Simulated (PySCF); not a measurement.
Working out the ionisation energy of Sn⁺

Sn⁺ [Kr] 4d10 5s2 5p1 (2P) → Sn²⁺ [Kr] 4d10 5s2 (1S). Calculation: PySCF 2.14, in aug-cc-pVDZ-PP with ECP28MDF; scalar relativity through the core potential. Frozen: 4s2 4p6 4d10. Energies in hartree (1 hartree = 27.21139 eV):

```csv
part,Sn⁺ (lower),Sn²⁺ (upper)
UHF,-213.083444,-212.579230
CCSD correlation,-0.040071,-0.032676
(T),-0.000390,0.000000
```

Task: What does Hartree-Fock give?

Result: (-212.579230) − (-213.083444) = 0.504214 hartree = 13.720 eV.

Task: What do CCSD and CCSD(T) give?

Result: The CCSD correlation energies differ by 0.007395 hartree = 0.201 eV and the triples by 0.000390 hartree = 0.011 eV, so CCSD gives 13.921 eV and CCSD(T) 13.932 eV.

Measured between the centres of the two terms (NIST): 14.282 eV, so CCSD(T) (valence) is off by -0.350 eV.

A double-zeta basis recovers only part of the correlation energy.

What remains against the reference includes basis incompleteness, the frozen core and higher excitations.
